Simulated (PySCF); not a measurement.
Species: C2H8FNSi2.
SMILES: `F[C@H]1C[SiH2]N[SiH2]1`

The closed-shell SCF was solved with PySCF and density fitting under several settings on one GFN2-xTB geometry (grid level 2 and gas phase unless stated).

```tsv
settings	basis functions	SCF cycles	E (Eh)	HOMO (eV)	LUMO (eV)	dipole (D)
PBE0/pcSseg-1	156	12	-814.1013	-7.42	0.14	2.14
PBE0/def2-SVPD	195	12	-813.8104	-7.45	-0.14	2.15
PBE0/STO-3G, IEF-PCM benzene, fitting basis def2-qzvpp-jkfit	46	9	-804.3683	-3.24	6.61	1.48
```

Question: Estimate the rows for these settings: (1) PBE0/cc-pVDZ, energy threshold 1e-08 Eh, fitting basis def2-universal-jkfit; (2) X3LYP/def2-TZVP, grid level 4, energy threshold 1e-07 Eh; (3) PBE0/pcseg-1.

Answer: 
```csv
settings,basis functions,SCF cycles,E (Eh),HOMO (eV),LUMO (eV),dipole (D)
"PBE0/cc-pVDZ, energy threshold 1e-08 Eh, fitting basis def2-universal-jkfit",132,9,-814.1414,-7.21,0.38,1.93
"X3LYP/def2-TZVP, grid level 4, energy threshold 1e-07 Eh",246,8,-814.6331,-7.27,-0.25,2.12
PBE0/pcseg-1,132,12,-814.0698,-7.42,0.01,2.14
```

Question: Over all rows, what range does the HOMO–LUMO gap span?

Answer: From 7.02 eV (X3LYP/def2-TZVP, grid level 4, energy threshold 1e-07 Eh) to 9.85 eV (PBE0/STO-3G, IEF-PCM benzene, fitting basis def2-qzvpp-jkfit). The functional of the narrowest has 22 % exact exchange, that of the widest 25 % exact exchange.

Question: And the dipole moment?

Answer: From 1.48 D (PBE0/STO-3G, IEF-PCM benzene, fitting basis def2-qzvpp-jkfit) to 2.15 D (PBE0/def2-SVPD); the largest is 1.45 times the smallest, and the median is 2.13 D.

Question: Compare two rows with the functional PBE0: PBE0/pcseg-1 and PBE0/pcSseg-1. Which energy is lower, and by how much?

Answer: PBE0/pcSseg-1 (156 functions) lies 0.0315 Eh or 20 kcal/mol below PBE0/pcseg-1 (132 functions).

Cycle counts include a coarse-grid stage where the run had one. One conformer (not necessarily the lowest) at the GFN2-xTB geometry, without vibrations or thermal averaging.
